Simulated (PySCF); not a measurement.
How good is the calculation?

Cartesian coordinates in Å; atom numbers follow the order of the lines, from 1:
```xyz
13

N     2.2873   -0.1104    0.1728
C     0.9253   -0.1115    0.0621
C     0.2069    1.0799   -0.1184
C    -1.1684    1.0164   -0.1503
C    -1.7953   -0.2167   -0.0038
C    -0.9959   -1.3320    0.1643
N     0.3257   -1.2927    0.1932
H     2.7281   -1.0134    0.1248
H     2.7978    0.6695   -0.2030
H     0.7326    2.0169   -0.2268
H    -1.7524    1.9153   -0.2889
H    -2.8700   -0.3020   -0.0235
H    -1.4261   -2.3189    0.2798
```

Fast rotation and ring inversion assumed for equivalent nuclei, one computed conformer, non-relativistic, isolated molecule. GFN2-xTB geometry; PBE0/pcSseg-1 with gauge-including orbitals; PySCF 2.14.0 with density-fitted response routines.

Reference values: estimated from measurements, as parent shift plus tabulated substituent increment (solution, not stated per compound (mostly CDCl3 or CCl4); Pretsch, Buehlmann, Badertscher, Structure Determination of Organic Compounds, 4th ed. (2009)).
```
atoms  quantity  reference  computed  computed, scaled
   C2     δ 13C      158.2     162.8             156.5
   C6     δ 13C      148.2     155.5             149.3
   C4     δ 13C      137.7     143.4             137.6
   C5     δ 13C      114.0     116.8             111.6
   C3     δ 13C      108.6     109.0             104.1
  H13      δ 1H       8.05      8.40              8.02
  H11      δ 1H       7.38      7.66              7.31
  H12      δ 1H       6.62      6.62              6.34
  H10      δ 1H       6.49      6.40              6.12
```

Computed shifts are σ(ref) − σ with the named reference compound (TMS for H and C) calculated as an isolated molecule at the same level. The measured values may be among those fitted. Expected solution values come from regression of measured δ (H and C: mostly CDCl3, vs TMS) on computed σ: 13C: δ = 179.97 − 0.974σ (rms 2.1 ppm, 958 shifts, 2.3 ppm with the 13 outliers that the fit left out); 1H: δ = 30.01 − 0.943σ (rms 0.17 ppm, 504 shifts, 0.18 ppm with the 4 outliers that the fit left out). Occasional misses reach two or three times the rms, and more in compound classes unlike the fitted ones. H not on carbon is unscaled (vs computed TMS).

(1) How far are the unscaled 13C shifts from the references?

(2) How far are the unscaled 1H shifts from the references?

## Answers

(1) Mean signed difference +4.16 ppm, mean absolute 4.16 ppm over 5 comparisons; the largest is +7.3 ppm at C6 (aromatic CH next to a ring nitrogen).

(2) Mean signed difference +0.14 ppm, mean absolute 0.18 ppm over 4 comparisons; the largest is +0.35 ppm at H13 (hydrogen on an aromatic CH next to a ring nitrogen).
